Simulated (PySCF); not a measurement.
# Molecular orbitals of NiBr

B97-3 at R = 2.269 Å; PySCF, no relativity, basis sets Ni def2-TZVPPD, Br def2-TZVPPD. State: ⁴Σ⁻ (quartet), unpaired electrons σ ↑, π ↑↑. Only the outer orbitals are listed, counted within each symmetry.

```
spin  orbital  occ.  ε (eV)  on Ni (%)            main shells (%)
   α       2δ     1  -12.17        100                   100 Ni d
   α       2δ     1  -12.17        100                   100 Ni d
   α      14σ     1   -9.95         33   66 Br p, 21 Ni s, 9 Ni d
   α       7π     1   -8.77          4                    96 Br p
   α       7π     1   -8.77          4                    96 Br p
   α      15σ     1   -5.74         88  66 Ni s, 22 Ni p, 10 Br p
   α       8π     0   -0.48        100                    99 Ni p
   α       8π     0   -0.48        100                    99 Ni p
   β      13σ     1  -12.25         83           83 Ni d, 14 Br p
   β       2δ     1  -10.66        100                   100 Ni d
   β       2δ     1  -10.62        100                   100 Ni d
   β      14σ     1   -9.42         33  66 Br p, 17 Ni s, 14 Ni d
   β       6π     1   -8.73         13           86 Br p, 11 Ni d
   β       6π     1   -8.73         13           86 Br p, 11 Ni d
   β       7π     0   -4.45         88           88 Ni d, 11 Br p
   β       7π     0   -4.45         88           88 Ni d, 11 Br p
   β      15σ     0   -3.48         72  35 Ni p, 35 Ni s, 12 Br p
```

Question: Which are the highest filled and the lowest empty level, where do they sit, and how wide is the gap?

Answer: Highest filled α 15σ at -5.74 eV (in %: 66 Ni s, 22 Ni p, 10 Br p); lowest empty β 7π at -4.45 eV (in %: 88 Ni d, 11 Br p); the gap at B97-3 is 1.29 eV.

```json
{"bond order (Mayer)": "1.10", "⟨S²⟩": "3.756", "charge on Ni (Mulliken, basis-dependent)": "0.34", "charge on Ni (Löwdin, basis-dependent)": "0.09", "dipole moment (positive dipole means Ni(−)Br(+))": "-1.35 D"}
```

Spin–orbit coupling is left out. With d or f electrons several states lie close, and the lowest PBE0 determinant need not be the measured ground state.
